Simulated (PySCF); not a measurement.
**Radial density of Ge²⁺ (germanium, charge +2)**

TPSS, [Ar] 3d10 4s2, closed-shell 1S. Computed with PySCF 2.14 in cc-pVTZ-DK, with scalar relativity by spin-free X2C-1e.

| r (bohr) | 4πr²ρ (e/bohr) |
| --- | --- |
| 0.000790 | 0.2946 |
| 0.00133 | 0.7291 |
| 0.00223 | 1.767 |
| 0.00376 | 4.136 |
| 0.00632 | 9.154 |
| 0.0106 | 18.34 |
| 0.0179 | 30.93 |
| 0.0301 | 39.27 |
| 0.0506 | 34.70 |
| 0.0851 | 33.44 |
| 0.143 | 45.72 |
| 0.241 | 29.93 |
| 0.405 | 25.36 |
| 0.681 | 23.72 |
| 1.15 | 6.240 |
| 1.93 | 1.599 |
| 3.24 | 0.2006 |
| 5.45 | 0.001576 |

Densities and radii are taken from the X2C orbitals without a picture-change correction, which distorts them close to the nucleus.
